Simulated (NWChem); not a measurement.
System: SiNH4Cl; SMILES N[SiH2]Cl

Here is an NWChem input.

```
start job
memory heap 200 mb stack 900 mb global 1100 mb
geometry units angstroms noautosym nocenter noautoz
  Si     0.573183    -0.501757     0.045112
  N     -0.611084    -1.741851     0.139484
  Cl    -0.145806     1.425401    -0.382783
  H      1.500642    -0.836478    -1.056613
  H      1.234899    -0.398528     1.363255
  H     -1.245458    -1.776694     0.929251
  H     -1.066280    -2.072123    -0.703767
end
basis spherical
  * library 6-31g*
end
dft
  xc b3lyp
  iterations 150
end
cosmo
  do_cosmo_smd true
  solvent hexane
end
task dft energy
```

The geometry was optimised at B3LYP/6-31G* (spherical d). Solvent: n-hexane.

Level: B3LYP/6-31G* with SMD (1 M gas to 1 M solution), gas-phase geometry. Reactions with the solvent are ignored.

Task: Predict the main results of this run. (B3LYP/6-31G* (spherical d), SMD on the gas-phase geometry.) Quantities: solvation free energy (kcal/mol); cavity-dispersion-structure term (kcal/mol); dipole in solution (D).

Result: The solvation free energy (kcal/mol) comes out as -3.0 and the cavity-dispersion-structure term (kcal/mol) comes out as -0.5. The dipole in solution (D) is 2.64.
